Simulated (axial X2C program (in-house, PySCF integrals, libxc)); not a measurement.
# How long does OsB take?

A bond scan computed with an axial X2C code built on PySCF integrals. Basis: Os dyall-cv3z [13s14p9d6f4g], B dyall-v3z [7s6p2d1f] (cores contracted in-house).

Input file and command:
```json
{"zs": [76, 5], "q": 0, "bas": ["dyall-cv3z", "dyall-v3z"], "levels": ["PBE0", "HF", "B3LYP"], "cc": true, "r0": 2.14, "thr": -2.0, "nmax": 90, "npts": 10, "nst": 2, "ntry": 6}
```
```bash
python so2c.py task.json out
```

Keys: zs atomic numbers; q charge; bas basis sets; levels methods; cc coupled cluster on or off; r0 starting distance in Å; thr threshold in hartree for freezing inner shells (an s shell follows its p shell); nmax most natural virtual spinors; npts points on the curve; nst determinants followed; ntry starts of the search. HF also brings MP2.

Hardware: 1 thread of Arm Neoverse V1, with other jobs on the host.

Wall time of one point of each curve, integrals apart:

```
Hamiltonian                                level  points  seconds a point
  spin-free                                 PBE0       8                1
  spin-free                                   HF       8             0.76
  spin-free  CCSD(T) (11 electrons, 90 virtuals)       7                7
  spin-free                                B3LYP       8              1.1
         2c                                 PBE0       8              1.5
         2c                                   HF       8              1.5
         2c  CCSD(T) (11 electrons, 90 virtuals)       7              8.1
         2c                                B3LYP       8              1.6
```

The rest:

Search with its distance optimisation 78 s, atoms 29 s, whole task 280 s. Coupled cluster runs on the points near the minimum only. The program drops outer points, and coupled cluster, when its time limit (not in the input) nears; MP2, further determinants and curves that did not converge are not in the table.
